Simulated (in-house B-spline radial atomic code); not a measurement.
Settings and results of a run for Hf⁶²⁺. Level of theory: Dirac-Kohn-Sham BP86, spherical fractional occupations, Fermi nucleus of rms radius 5.347 fm; calculated with an all-electron radial atomic-structure program (B-spline basis).

Command:
```bash
python run_scf.py task.json out
```
Settings (nuclear radius in fm, mass in u):
```
Z                72
configuration    [He] 2s2 2p6
hamiltonian      dirac
method           b88,p86
spin_polarised   False
nucleus          fermi
rms_radius       5.347
atomic_mass      179.94656
speed_of_light   137.035999084
```

Output (hartree, bohr):
```
 radial grid: 51 intervals, B-splines of order 8, outer radius 0.638 bohr

 iter        energy (Eh)    residual
    1      -10401.718943    8.59e+00
    2      -10423.620893    4.72e-01
    3      -10423.677317    2.22e-01
    4      -10423.689840    1.04e-01
    5      -10423.693394    6.17e-03
    6      -10423.693406    3.85e-06
    7      -10423.693406    1.43e-08

 total energy                    -10423.69341
 kinetic                           11987.5213
 electron-nucleus                 -23061.8065
 Hartree                             784.8087
 exchange-correlation               -134.2169

 first-order corrections (not in the total)
   Gaunt                            13.0061
   retardation                      -1.1274
   frequency dependence             -0.2349
   self-energy                      12.0964
   Uehling                          -2.2296
   Wichmann-Kroll                    0.0849
   recoil                            0.0239

 orbital      occ     eigenvalue          <r>       <r^2>       <1/r>     <1/r^3>       <r^4>       r_max    small
 1s1/2      2.000     -2593.9540    0.0189711 0.000494078     83.8418           - 6.58946e-07      0.0119  7.34e-02
 2s1/2      2.000      -595.4103    0.0784439  0.00731479     20.6774           - 9.19976e-05     0.06767  1.71e-02
 2p1/2      2.000      -580.1365    0.0648982  0.00521302     20.5922           - 5.49656e-05     0.05037  1.70e-02
 2p3/2      4.000      -534.6374    0.0722675  0.00632751     17.5261     16231.7 7.70086e-05     0.05684  1.56e-02

 Slater integrals (Eh)
   F0(2s1/2,2s1/2)              11.546677
   F0(2s1/2,2p1/2)              12.494590
   G1(2s1/2,2p1/2)               6.517700
   F0(2s1/2,2p3/2)              11.936865
   G1(2s1/2,2p3/2)               6.739086
   F0(2p1/2,2p1/2)              14.072639
   F0(2p1/2,2p3/2)              13.254695
   G2(2p1/2,2p3/2)               5.864014
   F0(2p3/2,2p3/2)              12.592179
   F2(2p3/2,2p3/2)               6.007956
```

Cost of the run: 0.34 s on 1 thread of Intel(R) Xeon(R) Platinum 8375C CPU @ 2.90GHz, with other jobs on the host.

For the Dirac Hamiltonian the kinetic term is c α·p + (β - 1)c².
